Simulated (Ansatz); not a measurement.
`C[Se][SnH3]` and `C[Se]C` differ in one atom or group.

Ansatz, PBE0-D4/def2-TZVP geometries, multiplicity 1. 

Elements past krypton have def2 core potentials. Scalar relativity is left out up to krypton.

```tsv
property	`C[Se][SnH3]`
HOMO–LUMO gap (PBE0/def2-TZVPP) / eV	5.83
size of the dipole moment (ωB97M-V/def2-TZVPP) / D	1.37
HOMO energy (PBE0/def2-TZVPP) / eV	-6.46
HOMO energy (PBE/def2-TZVPP) / eV	-5.33
LUMO energy (B3LYP/def2-TZVPP) / eV	-0.89
LUMO energy (PBE0/def2-TZVPP) / eV	-0.63
```

(1) Give the same properties after the change, and the shifts. (Best estimate.)

## Answers

(1) The calculation gave: 
| property | `C[Se]C` | shift |
| --- | --- | --- |
| HOMO–LUMO gap (PBE0/def2-TZVPP) / eV | 6.47 | 0.64 |
| size of the dipole moment (ωB97M-V/def2-TZVPP) / D | 1.48 | 0.11 |
| HOMO energy (PBE0/def2-TZVPP) / eV | -6.00 | 0.46 |
| HOMO energy (PBE/def2-TZVPP) / eV | -4.85 | 0.48 |
| LUMO energy (B3LYP/def2-TZVPP) / eV | 0.19 | 1.08 |
| LUMO energy (PBE0/def2-TZVPP) / eV | 0.47 | 1.10 |

With PBE0 the HOMO rises by 0.46 eV and the LUMO rises by 1.10 eV, so the gap widens by about 0.64 eV. PBE moves the HOMO by 0.48 eV and ωB97M-V by 0.40 eV. Dipoles are sizes alone; their direction can turn.

B3LYP here is the variant with VWN-RPA as its local correlation; programs differ in this.

Spin–orbit coupling is left out; it splits and shifts lone-pair levels of the heavy atoms by tenths of an eV.
